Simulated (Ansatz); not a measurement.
Ansatz (an electronic-structure program) input:

Ansatz 0.2 input:
```yaml
crystal:
  periodic: [false, false, false]
  atoms:
    - {symbol: Zn, position_ang: [0.00000000, 0.00000000, 0.00000000]}
    - {symbol: Cl, position_ang: [0.00000000, 0.00000000, 2.12837565]}
    - {symbol: Cl, position_ang: [-0.00000000, -0.00000000, -2.12837565]}
basis:
  gaussian:
    orbitals: 6-31G*
hamiltonian:
  xc: {name: PBE0}
total_charge: 1
magnetization: {spin_polarized: true, initial_magnetization: 1}
```

Task: Predict the final energy.

Result: -2698.57396 Eh (PBE0/6-31G*).

The spin state was set by rule; other spins were not relaxed.
